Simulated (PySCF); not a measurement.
C₂H₁₀N₂Si₂, SMILES CN[Si@@H]1NC[SiH2]1.

Geometry optimised at B3LYP-D3(BJ)/def2-SVP. The structure was generated by enumeration; whether it is a known compound was not checked. Other conformers were not sampled.

Two levels are set side by side: PBE/def2-TZVP (PySCF) and ωB97X/def2-TZVP (PySCF). Same geometry, gas phase. Differences are taken from unrounded values.

```json
[
 {"quantity": "orbital gap (eV)", "ωB97X": "10.84", "PBE": "4.63", "PBE minus ωB97X": "-6.22"},
 {"quantity": "highest occupied level (eV)", "ωB97X": "-8.62", "PBE": "-5.15", "PBE minus ωB97X": "3.47"},
 {"quantity": "lowest empty level (eV)", "ωB97X": "2.23", "PBE": "-0.52", "PBE minus ωB97X": "-2.75"},
 {"quantity": "dipole moment (D)", "ωB97X": "1.29", "PBE": "1.51", "PBE minus ωB97X": "0.22"},
 {"quantity": "mean polarisability (bohr³)", "ωB97X": "92.8", "PBE": "99.5", "PBE minus ωB97X": "6.7"}
]
```

Without exact exchange PBE keeps part of each electron's self-repulsion, which lifts occupied levels and narrows the gap. Loosely held outer electrons make PBE densities more polarisable. Differences between two approximate levels are no errors against the true value.

Rough cost on one machine, each run with all the roots and properties that it gave: ωB97X against PBE within a factor of 2.
